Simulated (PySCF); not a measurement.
Be(Me)2 (C2H6Be), SMILES [CH3][Be][CH3].

Geometry: r2SCAN-D4/def2-TZVP. The isomer is the one that the SMILES or the coordinates give; other isomers of the formula were not compared.

All values below come from ωB97X/def2-TZVPD run with PySCF.

Isolated molecule, no solvent.

```json
{
  "total_energy": "-94.58110 hartree",
  "point_group": "D3d",
  "highest_occupied_level": "-10.56 eV",
  "lowest_empty_level": "1.49 eV",
  "orbital_gap": "12.04 eV",
  "dipole_moment": "0.00 D",
  "quadrupole, principal values (traceless, Buckingham form, about the centre of nuclear charge)": "-4.83, 2.42, 2.42 D·Å",
  "mean_static_polarisability": "41.9 bohr³ (6.21 Å³)",
  "polarisability_principal_values": "38.5, 38.5, 48.6 bohr³"
}
```
